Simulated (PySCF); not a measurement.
Point-charge models of `CC#C/C=C/[SiH2]SCC` against its computed dipole.

Coordinates (GFN2-xTB, Å) and charges (e) from the PBE0/pcSseg-1 density (PySCF):

```json
{"atom": "C1", "x": "5.558", "y": "0.317", "z": "0.243", "Mulliken": "-0.1955", "IAO": "-0.4356", "Hirshfeld": "-0.0948", "ESP-fitted": "-0.5630"}
{"atom": "C2", "x": "4.119", "y": "0.199", "z": "0.203", "Mulliken": "-0.2296", "IAO": "-0.0265", "Hirshfeld": "-0.0351", "ESP-fitted": "+0.2404"}
{"atom": "C3", "x": "2.919", "y": "0.095", "z": "0.171", "Mulliken": "+0.0755", "IAO": "-0.0717", "Hirshfeld": "-0.0657", "ESP-fitted": "-0.4096"}
{"atom": "C4", "x": "1.518", "y": "-0.017", "z": "0.140", "Mulliken": "-0.2380", "IAO": "-0.1212", "Hirshfeld": "-0.0260", "ESP-fitted": "+0.1449"}
{"atom": "C5", "x": "0.747", "y": "0.517", "z": "-0.814", "Mulliken": "-0.3944", "IAO": "-0.4259", "Hirshfeld": "-0.1374", "ESP-fitted": "-0.3812"}
{"atom": "Si6", "x": "-1.112", "y": "0.376", "z": "-0.872", "Mulliken": "+0.6501", "IAO": "+0.6924", "Hirshfeld": "+0.3075", "ESP-fitted": "+0.3250"}
{"atom": "S7", "x": "-1.720", "y": "-0.730", "z": "0.871", "Mulliken": "-0.3165", "IAO": "-0.2110", "Hirshfeld": "-0.0968", "ESP-fitted": "-0.3971"}
{"atom": "C8", "x": "-3.471", "y": "-0.235", "z": "1.023", "Mulliken": "-0.3633", "IAO": "-0.3176", "Hirshfeld": "-0.0618", "ESP-fitted": "+0.0776"}
{"atom": "C9", "x": "-4.340", "y": "-0.795", "z": "-0.084", "Mulliken": "-0.2738", "IAO": "-0.4169", "Hirshfeld": "-0.1209", "ESP-fitted": "-0.1571"}
{"atom": "H10", "x": "6.014", "y": "-0.559", "z": "-0.219", "Mulliken": "+0.1512", "IAO": "+0.1750", "Hirshfeld": "+0.0630", "ESP-fitted": "+0.1922"}
{"atom": "H11", "x": "5.877", "y": "1.207", "z": "-0.298", "Mulliken": "+0.1491", "IAO": "+0.1728", "Hirshfeld": "+0.0614", "ESP-fitted": "+0.1858"}
{"atom": "H12", "x": "5.900", "y": "0.386", "z": "1.276", "Mulliken": "+0.1507", "IAO": "+0.1738", "Hirshfeld": "+0.0621", "ESP-fitted": "+0.1844"}
{"atom": "H13", "x": "1.070", "y": "-0.575", "z": "0.955", "Mulliken": "+0.1541", "IAO": "+0.1677", "Hirshfeld": "+0.0459", "ESP-fitted": "+0.1570"}
{"atom": "H14", "x": "1.225", "y": "1.065", "z": "-1.618", "Mulliken": "+0.1266", "IAO": "+0.1610", "Hirshfeld": "+0.0455", "ESP-fitted": "+0.2111"}
{"atom": "H15", "x": "-1.784", "y": "1.674", "z": "-0.786", "Mulliken": "-0.0764", "IAO": "-0.1289", "Hirshfeld": "-0.0775", "ESP-fitted": "-0.0440"}
{"atom": "H16", "x": "-1.557", "y": "-0.337", "z": "-2.072", "Mulliken": "-0.0666", "IAO": "-0.1313", "Hirshfeld": "-0.0808", "ESP-fitted": "-0.0505"}
{"atom": "H17", "x": "-3.784", "y": "-0.623", "z": "1.992", "Mulliken": "+0.1614", "IAO": "+0.1613", "Hirshfeld": "+0.0475", "ESP-fitted": "+0.0955"}
{"atom": "H18", "x": "-3.509", "y": "0.854", "z": "1.049", "Mulliken": "+0.1574", "IAO": "+0.1472", "Hirshfeld": "+0.0398", "ESP-fitted": "+0.0281"}
{"atom": "H19", "x": "-4.244", "y": "-1.877", "z": "-0.126", "Mulliken": "+0.1285", "IAO": "+0.1509", "Hirshfeld": "+0.0402", "ESP-fitted": "+0.0678"}
{"atom": "H20", "x": "-5.383", "y": "-0.544", "z": "0.103", "Mulliken": "+0.1192", "IAO": "+0.1451", "Hirshfeld": "+0.0449", "ESP-fitted": "+0.0385"}
{"atom": "H21", "x": "-4.052", "y": "-0.383", "z": "-1.049", "Mulliken": "+0.1301", "IAO": "+0.1394", "Hirshfeld": "+0.0392", "ESP-fitted": "+0.0544"}
```

Q: What dipole does each set of charges give (1 e·Å = 4.803 D), and what does the density give?

A: The full density gives (0.41, 0.95, -0.58) D, 1.19 D in size; dipole vectors point from the negative to the positive end.

```
    scheme    μx    μy     μz  size (D)  share of the full size (%)  angle to the full dipole (°)
  Mulliken  0.77  1.20  -1.84      2.33                         196                            24
       IAO  0.26  0.69  -0.68      1.00                          84                            14
 Hirshfeld  0.69  0.26   0.01      0.74                          62                            53
ESP-fitted  0.38  1.01  -0.58      1.22                         103                             3
```

Q: Which set comes closest?

A: Length of the difference vector: ESP-fitted 0.07 D, IAO 0.32 D, Hirshfeld 0.94 D, Mulliken 1.34 D. Closest: ESP-fitted. ESP charges are fitted to the potential around the molecule, whose slowest-falling term is the dipole's. 

Q: What is left for the Hirshfeld atoms' own dipoles?

A: The Hirshfeld atoms' densities add up to the full density, so μ = Σ q r + Σ (atomic dipoles). The atomic dipoles sum to (0.41, 0.95, -0.58) − (0.69, 0.26, 0.01) = (-0.28, 0.69, -0.59) D, 0.94 D in size.

Q: With the origin at the mean of the coordinates, (0.000, 0.001, 0.004) Å, which are the largest single terms, by size, of the IAO dipole along the direction of the full one?

A: C1 -4.34, C9 +4.22, C8 +2.89, H11 +2.62, C5 -2.19 D; all 21 atoms together +0.97 D. The single terms depend on the origin, their sum doesn't.

Q: Give the size of the full dipole in other units.

A: 1.19 D = 0.467 au = 0.247 e·Å = 3.96 × 10⁻³⁰ C·m.

The structure is a single GFN2-xTB conformer in the gas phase; no vibrational or solvent corrections.

The run behind these numbers computed NMR shieldings as well. Time: 78 s; peak memory 0.96 GiB. Hardware: an Arm Neoverse N1 with one thread, shared host with 64 logical CPUs at a one-minute load of 56.

The values belong to the conformer `[CH3:1][C:2]#[C:3]/[CH:4]=[CH:5]/[SiH2:6][S:7][CH2:8][CH3:9]`: C4–C5–Si6–S7 2°, C5–Si6–S7–C8 159°, Si6–S7–C8–C9 69°.
